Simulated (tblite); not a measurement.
Species: C4H8N2Si2 (charge -1 and doublet state).
Numbering: `[N:1]#[C:2][SiH2:3][SiH2:4][CH2:5][CH2:6][C:7]=[N-:8]` (hydrogens: H9, H10 on Si3; H11, H12 on Si4; H13, H14 on C5; H15, H16 on C6)
Bond orders are those of one Lewis drawing.

Computed with GFN2-xTB (tblite), gas phase: L-BFGS steps from a force-field or distance-geometry start until the largest atomic force falls under 0.01 eV/Å.

The end geometry, which sets the zero of energy:
```
atom  x, y, z in Å
N1      2.3593    1.8139   -2.6406
C2      2.4286    0.9179   -1.8942
Si3     2.0578   -0.1749   -0.4229
Si4     0.7120   -0.1755    1.4638
C5     -1.0344    0.3458    0.8497
C6     -1.4631   -0.4880   -0.3592
C7     -2.8073   -0.1833   -0.7479
N8     -3.8990    0.0781   -1.0009
H9      1.7594   -1.4453   -1.1622
H10     3.4416   -0.3348    0.1193
H11     0.2947   -1.1110    2.5780
H12     1.1380    0.9709    2.3126
H13    -1.0333    1.3998    0.5643
H14    -1.7763    0.2382    1.6444
H15    -0.7812   -0.2868   -1.1950
H16    -1.4044   -1.5561   -0.1207
```

Task: These geometries come from the run, each turned onto the end geometry. Order them by energy, lowest first.
A.
```
atom  x, y, z in Å
N1      3.2029    2.2655   -2.1495
C2      2.9372    1.2351   -1.6690
Si3     2.1620   -0.0317   -0.5314
Si4     0.7071   -0.1542    1.2639
C5     -1.0022    0.4187    0.5935
C6     -1.7043   -0.7431   -0.1018
C7     -3.0508   -0.4140   -0.4690
N8     -4.1379   -0.1205   -0.7041
H9      1.6046   -0.9448   -1.5835
H10     3.4140   -0.6843   -0.0308
H11     0.1719   -1.1346    2.2968
H12     1.0935    0.9282    2.2097
H13    -0.8863    1.2374   -0.1165
H14    -1.6357    0.7887    1.3992
H15    -1.1413   -1.0327   -0.9936
H16    -1.7422   -1.6046    0.5745
```
B.
```
atom  x, y, z in Å
N1      2.2685    2.3021   -2.2810
C2      2.1548    1.2077   -1.8857
Si3     1.7572   -0.1777   -0.7044
Si4     0.7495   -0.1309    1.3524
C5     -1.1122    0.2713    1.1135
C6     -1.8121   -0.6369    0.0968
C7     -1.5597   -0.3035   -1.2821
N8     -1.5128   -0.0799   -2.4082
H9      1.2107   -1.2423   -1.5898
H10     3.1564   -0.6178   -0.3926
H11     0.6552   -0.8961    2.6782
H12     1.3306    1.1065    1.9570
H13    -1.2403    1.3101    0.8069
H14    -1.6509    0.1532    2.0560
H15    -1.4947   -1.6757    0.2553
H16    -2.9079   -0.5814    0.2161
```
C.
```
atom  x, y, z in Å
N1      3.0437    2.4627   -2.0221
C2      2.9068    1.3833   -1.5967
Si3     2.2512   -0.0134   -0.5433
Si4     0.7266   -0.2462    1.1817
C5     -0.9341    0.3858    0.4400
C6     -1.8469   -0.7963    0.1167
C7     -3.0843   -0.3661   -0.4644
N8     -4.0667    0.0173   -0.9237
H9      1.8252   -0.9485   -1.6316
H10     3.5364   -0.5652   -0.0177
H11     0.1312   -1.2645    2.1445
H12     1.1024    0.7752    2.2018
H13    -0.7502    0.9549   -0.4732
H14    -1.4512    1.0545    1.1316
H15    -1.3436   -1.4655   -0.5890
H16    -2.0540   -1.3590    1.0341
```
D.
```
atom  x, y, z in Å
N1      2.8624    2.3842   -2.2580
C2      2.8115    1.3672   -1.6903
Si3     2.1991    0.0201   -0.5477
Si4     0.7518   -0.2712    1.2318
C5     -0.9459    0.3827    0.5954
C6     -1.8565   -0.7716    0.1703
C7     -2.9386   -0.3350   -0.6728
N8     -3.7388    0.0148   -1.4241
H9      1.7569   -0.9065   -1.6394
H10     3.4934   -0.5123   -0.0278
H11     0.2307   -1.3236    2.1971
H12     1.1807    0.7260    2.2549
H13    -0.8122    1.0648   -0.2468
H14    -1.4572    0.9461    1.3782
H15    -1.2886   -1.5199   -0.3996
H16    -2.2562   -1.2569    1.0673
```
E.
```
atom  x, y, z in Å
N1      2.2667    2.2283   -2.1997
C2      2.1425    1.2367   -1.6166
Si3     1.7688   -0.3023   -0.6970
Si4     0.7961    0.0846    1.3003
C5     -1.1089    0.2781    1.1380
C6     -1.7931   -0.5972    0.0896
C7     -1.4561   -0.3386   -1.3109
N8     -1.7536   -0.1996   -2.4357
H9      1.1838   -1.3515   -1.5432
H10     3.2397   -0.8330   -0.3197
H11     1.0104   -0.9743    2.3226
H12     1.2373    1.3470    1.9231
H13    -1.3325    1.3073    0.8484
H14    -1.6283    0.1220    2.0940
H15    -1.7230   -1.6579    0.3538
H16    -2.8572   -0.3407    0.0414
```

Result: A (0.020 eV), C (0.040 eV), D (0.095 eV), B (0.326 eV), E (0.726 eV).

In the order of the answer:

```csv
step,E above end (eV),largest force (eV/Å),rms force component (eV/Å),rms distance from end (Å),rms bond change (Å),bond most changed (Å)
172,0.020,0.20,0.047,0.571,0.003,Si4–H11 +0.008
125,0.040,0.06,0.017,0.788,0.003,Si4–H11 +0.009
106,0.095,0.33,0.078,0.753,0.003,C6–C7 +0.008
33,0.326,0.32,0.087,1.123,0.010,Si3–Si4 -0.027
6,0.726,0.92,0.255,1.154,0.038,Si3–H10 +0.114
```

What follows is the cost of the whole relaxation. On Arm Neoverse V1, one thread, shared host with 32 logical CPUs at a one-minute load of 20, this took 2.3 s.
